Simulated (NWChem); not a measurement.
# SiHBr2F; SMILES F[SiH](Br)Br

```xyz
5

Si     0.7255     0.4393     0.0000
F      2.0690    -0.4345     0.0000
Br    -0.4306    -0.0453     1.8272
Br    -0.4306    -0.0453    -1.8272
H      1.0786     1.8684     0.0000
```
Atoms are numbered in this order, from 1.

Computed with NWChem. Pople sets run with spherical d functions. The geometry was optimised at B3LYP/6-31G* (spherical d). GIAO values for the isolated, static molecule; σ is the absolute isotropic shielding, δ = σ(reference) − σ with the isolated reference molecule computed at the same levels (19F: trichlorofluoromethane, 1H: tetramethylsilane, 29Si: tetramethylsilane). Spin-orbit effects, on the heavy nuclei and on their neighbours, are missing.

```csv
level,δ Si1 (ppm),δ F2 (ppm),σ Br3 (ppm),δ H5 (ppm)
"LDA (Slater exchange, VWN5)/pcSseg-1",32.0,-131.0,2208.9,7.01
B3LYP/6-311G**,23.9,-130.2,2307.5,6.37
Hartree-Fock/6-31G*,20.9,-85.6,2623.1,6.11
```
